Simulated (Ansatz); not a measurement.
CHF$_{2}$ (SMILES F[CH]F), doublet, at a GFN2-xTB geometry; PBE/cc-pVTZ (Ansatz, a first-principles code).

Input for Ansatz:
Ansatz 0.2 input:
```yaml
crystal:
  periodic: [false, false, false]
  atoms:
    - {symbol: C, position_ang: [0.06401414, -0.00053804, 0.50038755]}
    - {symbol: F, position_ang: [-0.08071573, 1.09566547, -0.23113025]}
    - {symbol: F, position_ang: [-0.06029074, -1.09592016, -0.23609971]}
    - {symbol: H, position_ang: [0.88497342, 0.00552047, 1.20274435]}
basis:
  gaussian:
    orbitals: cc-pVTZ
hamiltonian:
  xc: pbe
magnetization: {spin_polarized: true, initial_magnetization: 1}
```

Problem. Write the output that Ansatz gives for this input, abridged.

Solution. 
```
Functional definition: PBE
516 factors; their error is unknown
mean field evaluation 1: about -6479.7631 eV, gradient 1.9e1 eV
mean field evaluation 2: about -6479.7633 eV, gradient 2.1e1 eV
mean field evaluation 4: about -6481.0344 eV, gradient 1.7e0 eV
mean field evaluation 8: about -6481.0198 eV, gradient 2.1e-2 eV
mean field -6481.01981406 eV, -238.1730851736 hartree, gradient 4.8e-5 eV, S^2 0.751935; 0 other end points of the search recorded, 0 dependent functions left out
reference -6481.01983397 eV, -238.1730859054 hartree; 13, 12 occupied and 91, 92 virtual orbitals, 516 factors
Total energy: -6481.01983397 eV, -238.1730859054 hartree
```
